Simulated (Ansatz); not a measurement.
System: BCl2, charge 1, singlet. BCl2+ (parent SMILES [B](Cl)Cl, singlet).
B3LYP-D3(BJ)/def2-TZVP minimum from Ansatz (an electronic-structure program):
```
B
Cl 1 1.6135
Cl 1 1.6135 2 180.00
```
Charge +1, spin multiplicity 1.

Hartree-Fock and CCSD correlation energies in hartree (Ansatz). Open shells are spin-unrestricted; no spin-orbit coupling. Cores are frozen in correlated methods. No relativity. The spin of BCl2+ (parent SMILES Cl[B]Cl, singlet) was assumed, and the state is the lowest solution found for it.

| basis | X | E(HF) | E(corr, CCSD) |
|---|---|---|---|
| cc-pV(T+d)Z | 3 | -943.49061 | -0.47722 |
| cc-pV(Q+d)Z | 4 | -943.49912 | -0.51409 |
| cc-pV(5+d)Z | 5 | -943.50062 | withheld |

**Question.** Fit E(corr) = E∞ + A/X³ to X = 3 and 4, predict X = 5, and compare with the run.

**Answer.** A = (-0.47722 - (-0.51409))/(1/27 - 1/64) = 1.7219; E∞ = -0.51409 - A/64 = -0.54100; at X = 5, E∞ + A/125 = -0.52722. The run gave -0.52641, 0.81 mEh above the prediction. The same form on X = 4 and 5 gives E∞ = -0.53934, 1.66 mEh above the first estimate.
